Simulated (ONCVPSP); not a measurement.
# Configuration tests for vanadium (ONCV)

ONCVPSP 4.0.1 input, shortened (lines: element, Z, core and valence counts, functional; n l f; lmax; l rc ep ncon nbas qcut; lloc lpopt rc5 dvloc0; l nproj debl; icmod fcfact rcfact), PBE, scalar-relativistic:

```
  V 23.00    5    2        4      upf
    1    0    2.00
    2    0    2.00
    2    1    6.00
    3    0    2.00
    3    1    6.00
    3    2    4.00
    4    0    1.00
    2
    0    2.65    0.00    4    7    2.80
    1    2.65    0.11    3    7    3.10
    2    2.45    0.00    4    9    7.60
    4    5    1.75    1.00
    0    2    2.80
    1    2    0.80
    2    2    0.80
    1    0.30    0.00
```

Energies are relative to the spin-unpolarised reference configuration 3d4 4s1; without spin polarisation the order of configurations can differ from experiment.

| valence configuration | charge | ΔE all-electron (eV) | error AE − PS (meV) |
| --- | --- | --- | --- |
| 3d3 4s0 | +2 | 21.445 | -31 |
| 3d4 4s0 | +1 | 6.611 | -4.5 |

What are ΔE and the potential's error for 3d3 4s1?

ΔE = 7.149 eV all-electron; the error (AE − PS) is -17 meV.

What are ΔE and the potential's error for 3d3 4s2?

ΔE = -0.586 eV all-electron; the error (AE − PS) is -23 meV.

Note: no bound ghost flagged; GHOST(+) flagged for s at 69.6 eV.
